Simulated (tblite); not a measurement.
C₃H₅FGeO₂.
Numbering: `[OH:1][CH2:2][C:3]1=[C:4]([F:5])[GeH2:6][O:7]1` (hydrogens: H8 on O1; H9, H10 on C2; H11, H12 on Ge6)

Computed with GFN2-xTB (tblite), gas phase: L-BFGS steps from a force-field or distance-geometry start until the largest atomic force falls under 0.01 eV/Å.

Step 0: E = -643.9715 eV
```
atom  x, y, z in Å  |  force x, y, z in eV/Å
O1      2.2046    0.5677   -0.6057    0.890   0.970  -0.289
C2      1.5673   -0.3772    0.1584   -0.007  -1.739   1.728
C3      0.0770   -0.2571    0.1845    0.640   1.302  -1.321
C4     -0.7270    0.5837   -0.4022    0.200   4.126  -2.971
F5     -0.4704    1.6477   -1.2244    0.379   0.015  -0.039
Ge6    -2.3180   -0.1439    0.2700   -1.920   1.207  -0.878
O7     -0.8791   -0.9765    0.8016    0.726  -4.980   3.746
H8      3.1107    0.7689   -0.2557   -1.145  -0.360  -0.354
H9      1.8766   -0.3033    1.2329   -0.027  -0.158  -0.371
H10     1.8393   -1.4172   -0.1801   -0.185   0.448   0.172
H11    -3.1080    0.6952    1.2979    0.265  -0.621  -0.078
H12    -3.1717   -0.7887   -0.8435    0.184  -0.208   0.655
```

Step 1: E = -644.6030 eV
```
atom  x, y, z in Å  |  force x, y, z in eV/Å
O1      2.2173    0.5816   -0.6098   -0.574  -0.196   0.065
C2      1.5672   -0.4021    0.1831    0.161  -0.136   0.204
C3      0.0861   -0.2385    0.1657   -1.787   0.668  -0.571
C4     -0.7242    0.6427   -0.4446    0.197  -0.705   0.661
F5     -0.4650    1.6479   -1.2249    0.742   1.542  -1.220
Ge6    -2.3454   -0.1267    0.2574    0.089   0.605  -0.522
O7     -0.8687   -1.0477    0.8551    1.136  -0.874   0.569
H8      3.0943    0.7637   -0.2608   -0.048  -0.107   0.051
H9      1.8762   -0.3055    1.2276    0.127  -0.150   0.190
H10     1.8366   -1.4108   -0.1776   -0.069   0.062   0.087
H11    -3.1042    0.6863    1.2968    0.057  -0.450   0.038
H12    -3.1690   -0.7917   -0.8342   -0.031  -0.259   0.451
```

Task: Estimate the geometry and energy of step 2. (The exact step hangs on the optimiser's Hessian estimate; all steps are aligned on step 1, rigid shifts and turns removed.)

Result: E = -644.7121 eV, largest force 1.523 eV/Å
```
atom  x, y, z in Å  |  force x, y, z in eV/Å
O1      2.2108    0.5810   -0.6095   -0.432  -0.273   0.212
C2      1.5696   -0.4084    0.1904   -0.512   0.306  -0.146
C3      0.0606   -0.2252    0.1538    0.331  -1.123   0.715
C4     -0.7207    0.6421   -0.4419   -0.628   1.181  -0.728
F5     -0.4528    1.6713   -1.2435    0.421   0.402  -0.329
Ge6    -2.3488   -0.1145    0.2474    0.222   0.267  -0.244
O7     -0.8497   -1.0732    0.8729    0.819   0.181  -0.230
H8      3.0908    0.7612   -0.2609   -0.121  -0.096  -0.011
H9      1.8780   -0.3082    1.2296    0.065  -0.128   0.276
H10     1.8351   -1.4087   -0.1759   -0.094  -0.067   0.055
H11    -3.1027    0.6780    1.2971    0.011  -0.373   0.077
H12    -3.1690   -0.7961   -0.8258   -0.084  -0.278   0.353
```

The energy changes by -0.1090 eV. The first-order estimate −F·Δx gives -0.2155 eV and the mean of the old and new forces, exact on a quadratic surface, -0.1095 eV. The step makes an angle of 21° with the force vector and moves no atom by more than 0.036 Å.

What follows is the cost of the whole relaxation. Hardware: an Intel Xeon at 2.50 GHz with one thread, no GPU, shared host with 64 logical CPUs at a one-minute load of 51. Cost: 2.0 s wall, 0.91 s CPU.
